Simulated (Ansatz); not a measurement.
```xyz
15

C     2.1690    0.2457    0.2606
C     0.8792    0.4273    1.0292
O     0.0867   -0.7462    1.0248
Ge   -1.0346   -1.1040   -0.2855
C    -2.1374    0.4104   -0.7638
F    -0.0885   -1.4578   -1.7121
H     2.7365   -0.5935    0.6676
H     1.9732    0.0421   -0.7944
H     2.7838    1.1470    0.3323
H     0.3177    1.2839    0.6298
H     1.0925    0.6530    2.0788
H    -1.7269   -2.4075    0.1179
H    -1.5161    1.2173   -1.1531
H    -2.6893    0.7692    0.1059
H    -2.8457    0.1132   -1.5380
```

Charge 0, multiplicity 1.

**Question.** List the PBE/def2-TZVPP orbital energies in eV (the Gaussian-basis code of Ansatz). (Estimate.)

**Answer.** The calculation gave: Occupied: -10805.13, -1338.38, -1191.81, -1191.80, -1191.78, -658.85, -510.19, -270.22, -269.19, -268.55, -163.10, -114.60, -114.54, -114.48, -30.80, -30.49, -30.34, -30.32, -30.31, -27.81, -24.84, -18.43, -17.70, -15.26, -13.31, -11.65, -11.32, -10.49, -10.29, -10.21, -9.63, -9.42, -9.22, -8.91, -8.67, -7.82, -6.97, -6.54. Lowest empty: -0.05, 0.16, 0.44, 0.76, 1.28, 1.91, 1.98, 2.10.
